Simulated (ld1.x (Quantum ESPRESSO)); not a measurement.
# How hard is this carbon (C) TM potential?

```
Element                 : C
Generator               : ld1.x (Quantum ESPRESSO) 7.5
Type                    : norm-conserving Troullier–Martins (Kleinman–Bylander form)
Functional              : PBEsol
Relativity              : non-relativistic
Frozen core             : [He]
Valence charge          : 4
Reference configuration : 2s2 2p2
Partial waves           : 2s (bound): rc 1.15 bohr; 2p (bound): rc 2.00 bohr; 3d channel at 0.3 Ry: rc 1.55 bohr
Local potential         : the d channel
Core correction         : a·sin(br)/r model core, default radius (core density twice the valence density)
```

The pseudo-atom Hamiltonian at the reference potential is diagonalised in spherical Bessel functions j_l(qr) that vanish at 20 bohr, with q² up to the cutoff. All-electron valence levels (Ry): 2s -1.0023, 2p -0.3849.

Task: How do the lowest levels (Ry) of each channel move with the cutoff, and are there ghosts?

Result:

| cutoff (Ry) | s #1 | p #1 | d #1 | d #2 | f #1 | f #2 | Σ f·Δε (mRy) |
| --- | --- | --- | --- | --- | --- | --- | --- |
| 8 | -0.9206 | -0.1828 | 0.0732 | 0.1734 | 0.1172 | 0.2529 | 567.5 |
| 12 | -0.9369 | -0.2668 | 0.0732 | 0.1734 | 0.1172 | 0.2529 | 367.0 |
| 18 | -0.9678 | -0.3464 | 0.0732 | 0.1734 | 0.1172 | 0.2529 | 145.8 |
| 21 | -0.9783 | -0.3646 | 0.0732 | 0.1734 | 0.1172 | 0.2529 | 88.6 |
| 30 | -0.9947 | -0.3837 | 0.0732 | 0.1734 | 0.1172 | 0.2529 | 17.5 |
| 40 | -1.0002 | -0.3847 | 0.0732 | 0.1734 | 0.1172 | 0.2529 | 4.4 |
| 50 | -1.0005 | -0.3848 | 0.0732 | 0.1734 | 0.1172 | 0.2529 | 3.8 |
| 60 | -1.0007 | -0.3849 | 0.0732 | 0.1734 | 0.1172 | 0.2529 | 3.3 |
| 70 | -1.0011 | -0.3849 | 0.0732 | 0.1734 | 0.1172 | 0.2529 | 2.3 |
| 90 | -1.0020 | -0.3849 | 0.0732 | 0.1734 | 0.1172 | 0.2529 | 0.6 |
| 110 | -1.0022 | -0.3849 | 0.0732 | 0.1734 | 0.1172 | 0.2529 | 0.1 |
| 400 | -1.0023 | -0.3849 | 0.0732 | 0.1734 | 0.1172 | 0.2529 | 0.0 |

Result: no extra level below or beside the all-electron valence levels (s, p, d, f tested); 10 mRy is reached at 35 Ry and 1 mRy at 90 Ry.

Its largest configuration-test error is +541 meV.
